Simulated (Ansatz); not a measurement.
Consider the ligand exchange at a Ge–C bond: `C[CH2][Ge][CH2]C` + HCl → `C[CH2][Ge][Cl]` + ethane.

Gas-phase electronic energies from Ansatz, PBE0-D4/def2-TZVP geometries. CCSD(T)/CBS adds triple-zeta CCSD(T) − MP2 to the extrapolated MP2 energy (def2 sets, frozen cores). This one scheme is used for every species. DFT in def2-TZVPP. For Ge outer-core shells are correlated without core-valence functions, which leaves a few kJ/mol of doubt a bond. Scalar relativity is left out up to krypton. One conformer a species, not always the lowest.

| level | ΔE (kJ/mol) | difference from CCSD(T)/CBS |
| --- | --- | --- |
| PBE-D4 | -161.6 | -9.1 |
| PBE0-D4 | -160.6 | -8.1 |
| BHLYP-D4 | -167.5 | -15.0 |
| CAM-B3LYP-D4 | -163.6 | -11.1 |
| PBE | -167.3 | -14.8 |
| r2SCAN0 | -165.8 | -13.3 |
| MP2/def2-SVP | -155.9 | -3.4 |
| HF/def2-TZVPP | -178.1 | -25.6 |
| CCSD(T)/def2-TZVPP | -147.7 | 4.8 |
| MP2/CBS(def2) | -154.2 | -1.7 |
| CCSD(T)/CBS | -152.5 | 0 |

Largest T1 diagnostic among the species: 0.012.

In def2-TZVPP, CCSD(T) changes the Hartree–Fock value by +30.3 kJ/mol (the triples alone add +1.8 kJ/mol) and MP2 by +28.6 kJ/mol. At CCSD(T), def2-SVP lies −3.9 kJ/mol from the extrapolated value and def2-TZVPP +4.8 kJ/mol.
